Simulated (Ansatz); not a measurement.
Reactions of `C[S][Zn][Br]`.

Program: Ansatz. Geometries: PBE0-D4/def2-TZVP. ΔE: electronic, gas phase. CBS: MP2 limit from def2 TZ/QZ plus the TZ coupled-cluster correction, frozen cores. This one scheme is used for every species. For Br, Zn outer-core shells are correlated without core-valence functions, which leaves a few kJ/mol of doubt a bond. Scalar relativity is left out up to krypton. One conformer a species, not always the lowest.

Task: Order these by ΔE at CCSD(T)/CBS, lowest first. (Best estimate.)
A. `C[S][Zn][Br]` + H₂ → `C[S][ZnH]` + HBr
B. `C[S][Zn][Br]` + HBr → `[Br][Zn][Br]` + CH₃SH
C. `C[S][Zn][Br]` + `CN(C)[SiH](O)O` → `C[N](C)[Zn][Br]` + `CS[SiH](O)O`
D. `C[S][Zn][Br]` + HCl → `[Cl][Zn][Br]` + CH₃SH
E. `C[S][Zn][Br]` + CH₃SH → `C[S][Zn][S]C` + HBr

Result: B (-64.2 kJ/mol), D (-46.2 kJ/mol), E (+68.0 kJ/mol), C (+85.8 kJ/mol), A (+138.2 kJ/mol).

Largest T1 diagnostic: 0.014, for `C[S][ZnH]`.
